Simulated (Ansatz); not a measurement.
Input and output for ClF3Sn, SMILES `[F][Sn]([F])([F])[Cl]`.

```yaml
crystal:
  periodic: [false, false, false]
  atoms:
    - {symbol: F, position_ang: [-1.000815, -0.367305, 1.556317]}
    - {symbol: Sn, position_ang: [0.001920, -0.117438, 0.026447]}
    - {symbol: F, position_ang: [1.761174, -0.677628, 0.318602]}
    - {symbol: F, position_ang: [-0.685048, -1.143890, -1.359095]}
    - {symbol: Cl, position_ang: [-0.004455, 2.154928, -0.522035]}
basis:
  gaussian: {orbitals: def2-SVPD, fitting: {mean_field: def2-universal-jkfit}}
hamiltonian: {xc: {name: r2SCAN0}, dispersion: d3bj}
```

```sh
$ ansatz run in.yaml --threads 4 --pin off --events-out ev --progress --plain --max-ram 10444MiB
```

Shortened log:

```
Warning: the engine holds no damping parameters fitted to this dispersion correction and functional, so the run takes those fitted to r2scan0 beside the three-body term, which d3bj leaves out (hamiltonian.dispersion, under Limitations)
Functional definition: r2SCAN0
577 factors; integrals over basis functions are off by at most 2.3e-1 eV
mean field evaluation 1: about -26488.5310 eV, gradient 5.8e1 eV
mean field evaluation 2: about -26479.5772 eV, gradient 9.6e1 eV
mean field evaluation 4: about -26494.0110 eV, gradient 2.5e0 eV
mean field evaluation 8: about -26494.0309 eV, gradient 4.3e-2 eV
mean field -26494.03088749 eV, -973.6376768160 hartree, gradient 8.9e-6 eV, S^2 0.000000; 0 other end points of the search recorded, 0 dependent functions left out
reference -26494.03090176 eV, -973.6376773406 hartree; 33, 33 occupied and 95, 95 virtual orbitals, 577 factors
Total energy: -26494.06309827 eV, -973.6388605406 hartree
```

Hardware: 4 threads of an Arm Neoverse V2 on a shared host. Wall time 2.1 s, peak host memory 0.23 GiB.
